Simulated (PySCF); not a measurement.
Gas-phase reaction: InF + HF → InH + 2 F

Computed with PySCF (xtb for GFN2) and rigid-rotor harmonic-oscillator thermochemistry at 1 bar. † marks an energy on the PBE0/def2-TZVP geometry and frequencies; other levels use their own. Open shells (unrestricted): F (multiplicity 2); the rest are closed-shell singlets. GFN2 has no spin-polarisation term. Spin-orbit splitting is ignored; it lowers the true energy and changes the entropy of F. In: scalar-relativistic def2 core potential, no spin-orbit coupling. InH: computed as isolated molecules; such fragments, hydroxides, amides, oligomers or adducts are transient or little studied in the gas.

```csv
level,"ΔH°(298 K), kJ"
GFN2-xTB,820
HF/def2-TZVP†,[?]
PBE/def2-SVP,844
PBE0/def2-QZVP†,828
PBE0/def2-SVP†,790
PBE0/def2-TZVP,[?]
ωB97M-V/def2-TZVP†,[?]
ωB97X-V/def2-TZVP†,[?]
```

**Question.** What belongs in the gaps?

**Answer.** 
- HF/def2-TZVP†, ΔH°(298 K), kJ: 557
- PBE0/def2-TZVP, ΔH°(298 K), kJ: 817
- ωB97M-V/def2-TZVP†, ΔH°(298 K), kJ: 829
- ωB97X-V/def2-TZVP†, ΔH°(298 K), kJ: 827
